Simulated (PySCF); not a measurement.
Bonding in `CCBOC`

Species: C₃H₉BO.
Atom-mapped SMILES: `[CH3:1][CH2:2][BH:3][O:4][CH3:5]` (hydrogens: H6, H7, H8 on C1; H9, H10 on C2; H11 on B3; H12, H13, H14 on C5)

Cartesian coordinates in Å at the PBE0-D3(BJ)/def2-SVP level; atoms count from 1:
```
atom  x, y, z in Å
C1    -2.1090    0.5597    0.0844
C2    -0.6150    0.3207    0.2637
B3     0.0605   -0.5919   -0.8298
O4     1.3760   -0.8992   -0.8245
C5     2.2672   -0.4318    0.1562
H6    -2.6735   -0.3843    0.1397
H7    -2.3279    1.0026   -0.9000
H8    -2.5212    1.2353    0.8499
H9    -0.4104   -0.1248    1.2574
H10   -0.0682    1.2841    0.2916
H11   -0.5633   -1.0775   -1.7523
H12    3.2607   -0.8541   -0.0501
H13    1.9589   -0.7411    1.1687
H14    2.3457    0.6680    0.1411
```

Bond orders from the PBE0/pcSseg-1 density (PySCF). Geometry: PBE0-D3(BJ)/def2-SVP, one conformer, isolated molecule.

Q: Where do the orders between heavy atoms depart from those drawn in the SMILES?

A: The largest departure is 0.251, at B3–O4 (drawn single, 1.251). Drawn single, order above 1.12: B3–O4 (1.251).

Q: Give the Mayer order of every bond between heavy atoms, beside its length.

A: 
```
 bond  drawn as  length (Å)  Mayer order
C1–C2    single       1.524        1.059
C2–B3    single       1.576        0.959
B3–O4    single       1.351        1.251
O4–C5    single       1.405        0.895
```

Q: And the bonds to hydrogen?

A: C–H: 0.94 to 0.97 (8 bonds); B–H: 0.98 (1 bond).

Q: Sum the orders of all bonds at each heavy atom with more than one neighbour and set the sums beside the valence in the SMILES.

A: C1 3.966 (drawn 4), C2 3.896 (drawn 4), B3 3.187 (drawn 3), O4 2.146 (drawn 2), C5 3.790 (drawn 4). Orders between atoms that aren't bonded are not in these sums.

Mayer orders depend on the basis set.
